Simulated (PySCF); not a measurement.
CH4BrFOSi. Atoms are numbered in the order given.

```xyz
9

C      2.0206    -0.2048    -1.0362
Si     0.1856    -0.1281    -0.7988
O     -0.4963    -1.5339    -1.3583
F     -0.4407     1.1479    -1.6094
Br    -0.3583     0.2080     1.3481
H      2.4524    -1.0319    -0.4398
H      2.4907     0.7453    -0.7161
H      2.2570    -0.3771    -2.1055
H     -1.4443    -1.6534    -1.1718
```
Charge 0, spin multiplicity 1.

Geometry optimised at PBE-D3(BJ)/def2-SVP. The values are those of a single conformer.

The numbers are results of PySCF with PBE/pcSseg-1, not measurements.

GIAO shieldings, no solvent; atoms alike by connectivity are averaged. δ = σ(ref) − σ: ¹³C against TMS (σ = 182.0 ppm); ²⁹Si against TMS (σ = 335.4 ppm); ¹⁷O against H2O (σ = 334.3 ppm); ¹⁹F against CFCl3 (σ = 133.6 ppm); ¹H against TMS (σ = 31.49 ppm), references at their B3LYP-D3(BJ)/def2-TZVP geometries, non-relativistic (without spin–orbit terms, shifts of atoms bonded to Cl or Br come out too high).

| atoms | nucleus | count | δ (ppm) |
|---|---|---|---|
| C1 | ¹³C | 1 | 5.0 |
| Si2 | ²⁹Si | 1 | 7.8 |
| O3 | ¹⁷O | 1 | ___ |
| F4 | ¹⁹F | 1 | -127.9 |
| H9 | ¹H | 1 | ___ |
| H6, H7, H8 | ¹H | 3 | ___ |

### Question
Fill in the missing entries. (An estimate is asked for; the answer gives what the named calculation found.)

### Answer

- O3, δ (ppm): 105.4
- H6, H7, H8, δ (ppm): 1.10
- H9, δ (ppm): 3.11
